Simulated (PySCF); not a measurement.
Electronic absorption of CdMe(SMe)

Species: CdMe(SMe), C2H6CdS (singlet state).
SMILES: `C[S][Cd][CH3]`

Computed, not measured: PySCF 2.14.0, density-fitted response routines, TDDFT B3LYP/def2-SVPD, vertical, gas phase, core orbitals frozen in the response, def2 core potentials past Kr. Isolated species at its PBE0-D3(BJ)/def2-SVP geometry, gas phase. Spin–orbit coupling is left out.

Q: Predict the UV-vis stick spectrum at this level.

A: 

```tsv
state	E (eV)	E (kJ/mol)	λ (nm)	f	|μ| (D)	main configurations (H = HOMO, L = LUMO)
S1	4.17	402	297.3	0.0028	0.42	H→L (99%)
S2	4.45	429	278.6	0.015	0.94	H→L+1 (99%)
S3	4.89	471	253.8	0.0029	0.39	H→L+2 (79%), H-1→L (18%)
S4	5.15	497	240.9	0.0065	0.58	H-1→L (58%), H-1→L+1 (34%)
S5	5.56	537	222.8	0.0002	0.10	H-1→L+2 (99%)
S6	5.89	568	210.5	0.568	5.04	H-1→L+1 (60%), H-1→L (22%), H→L+2 (10%)
S7	6.17	595	201.1	0.0009	0.19	H→L+3 (78%), H→L+4 (20%)
S8	6.36	614	195.0	0.017	0.84	H→L+4 (72%), H→L+3 (19%)
S9	6.70	647	185.0	0.038	1.23	H-2→L (90%)
S10	6.86	662	180.7	0.091	1.87	H-2→L+1 (82%)
```

Triplets (Tamm–Dancoff): T1 4.00 eV, H→L (90%), H→L+1 (8%); T2 4.16 eV, H→L+1 (88%), H→L (8%); T3 4.50 eV, H→L+2 (82%), H-1→L (12%); T4 4.63 eV, H-1→L (51%), H-1→L+1 (29%), H→L+2 (17%).

The lowest singlet comes at 297 nm (402 kJ/mol) in the ultraviolet; it is very weak; its leading configuration is HOMO→LUMO (99%). The strongest level in the table is S6 at 5.89 eV (210 nm, f = 0.568). For S1 the Löwdin share of cadmium is 6% in HOMO and 52% in LUMO (ligand-to-metal charge transfer by this measure); for S6 the Löwdin share of cadmium is 13% in HOMO-1 and 47% in LUMO+1. Weighted by f, the mean energy of these states is 6.02 eV. Of the 10 states listed, 5 reach f = 0.01 and 1 stays under 0.0005. The listed states span 2.69 eV, and the widest gap between neighbours is 0.44 eV (S2 to S3). The vertical ionisation energy (ΔSCF) is 8.43 eV, 1.57 eV above S10. Only the lowest 10 singlets were computed, as vertical energies without vibronic structure.
